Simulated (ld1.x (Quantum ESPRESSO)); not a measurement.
Ranking TM potentials for phosphorus

All share these settings but for the change named:

```
Element                 : phosphorus
Generator               : ld1.x (Quantum ESPRESSO) 7.5
Type                    : norm-conserving Troullier–Martins (Kleinman–Bylander form)
Functional              : Wu–Cohen
Relativity              : scalar-relativistic
Frozen core             : [Ne]
Valence charge          : 5
Reference configuration : 3s2 3p1 (charge +2)
Partial waves           : 3p (bound): rc 1.35 bohr; 3d channel at -0.05 Ry: rc 1.10 bohr; 3s (bound): rc 1.35 bohr
Local potential         : the s channel
Core correction         : a·sin(br)/r model core inside 0.75 bohr
```

Cutoff: the first of the cutoffs (Ry, on a coarse ladder) from which the occupation-weighted sum of valence levels, in a spherical-Bessel basis at the reference potential, stays within 10 and 1 mRy of its value at 400 Ry; the density cutoff is not measured.

The base gives 45 Ry.

Of 7 variants that were run, those that failed, showed a ghost or another fault, or gave nearly equal values are left out.

Task: Rank these variants from softest to hardest (loose cutoff).
A. all radii but the core radius scaled by about 1.13 (s 1.52, p 1.52, d 1.24 bohr)
B. all radii but the core radius scaled by about 1.29 (s 1.74, p 1.74, d 1.42 bohr)
C. all radii but the core radius scaled by about 1.38 (s 1.86, p 1.86, d 1.52 bohr)
D. all radii but the core radius scaled by about 0.93 (s 1.26, p 1.26, d 1.02 bohr)
E. all radii but the core radius scaled by about 0.85 (s 1.14, p 1.14, d 0.94 bohr)

Result: C (25 Ry), B (30 Ry), A (35 Ry), D (55 Ry), E (90 Ry).
